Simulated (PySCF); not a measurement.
Species: Ge(eta1-allyl)H3, C3H8Ge.
Bonds: Ge1–C2, C2–C3, C3–C4. Hydrogens: H10, H11, H12 on Ge1; H5, H6 on C2; H7 on C3; H8, H9 on C4.

Method: PBE0-D3(BJ)/def2-SVP geometry optimisation, gas phase in PySCF 2.14.0; density fitting, grid level 1; the optimiser is geomeTRIC in internal coordinates, started from a GFN2-xTB structure with every atom displaced at random (about 0.03 Å).

Step 0: E = -59737.7852 eV
```
atom  x, y, z in Å  |  force x, y, z in eV/Å
Ge1    -0.0122   -0.7874   -1.6516   -2.166   2.134   0.923
C2     -0.0881   -0.7844    0.3109    0.107   0.102  -0.413
C3      0.4502    0.4674    0.8593    6.170  -2.732  -2.073
C4     -0.0846    1.4208    1.4901   -5.426   2.766   2.401
H5      0.5074   -1.6572    0.5996    0.070  -0.093   0.365
H6     -1.1061   -0.8959    0.6620   -0.683  -0.386  -0.026
H7      1.6077    0.5884    0.7476   -1.653  -0.410  -0.081
H8     -1.2014    1.3386    1.6370    0.701   0.145   0.002
H9      0.2727    2.3244    1.9408    1.036   0.455  -0.005
H10     1.3019   -0.5450   -2.1759    2.110   0.253  -0.632
H11    -0.9224    0.4207   -2.1443    0.411  -0.483   0.211
H12    -0.6097   -1.9732   -2.2245   -0.675  -1.751  -0.673
```

Question: Estimate the geometry and energy of step 1. (The exact step hangs on the optimiser's Hessian estimate; all steps are aligned on step 0, rigid shifts and turns removed.)

Answer: E = -59738.3231 eV, largest force 1.774 eV/Å
```
atom  x, y, z in Å  |  force x, y, z in eV/Å
Ge1    -0.0503   -0.7536   -1.6544   -0.481   0.383  -0.009
C2     -0.0447   -0.7421    0.3176    0.647  -0.539  -0.606
C3      0.6082    0.4807    0.8475   -0.560  -0.363   0.265
C4     -0.1804    1.3472    1.4734   -0.193   1.564   0.815
H5      0.5074   -1.6436    0.6251   -0.075  -0.148   0.065
H6     -1.0816   -0.8124    0.6791    0.078  -0.083  -0.069
H7      1.7085    0.6208    0.7544   -0.650  -0.004   0.014
H8     -1.2757    1.2915    1.6329    0.421  -0.641  -0.402
H9      0.1817    2.2690    1.9276    0.483   0.188  -0.042
H10     1.3672   -0.6018   -2.2141    0.161  -0.100  -0.020
H11    -0.8759    0.4671   -2.1360    0.088  -0.075   0.034
H12    -0.7490   -2.0055   -2.2021    0.081  -0.181  -0.043
```

The energy changes by -0.5378 eV. The first-order estimate −F·Δx gives -1.2788 eV and the mean of the old and new forces, exact on a quadratic surface, -0.4954 eV. The step makes an angle of 70° with the force vector and moves no atom by more than 0.159 Å.

What follows is the cost of the whole optimisation. Hardware: Arm Neoverse V2, one thread, no GPU, shared host with 32 logical CPUs at a one-minute load of 11. Cost: 29 s, 0.45 GiB resident at most.
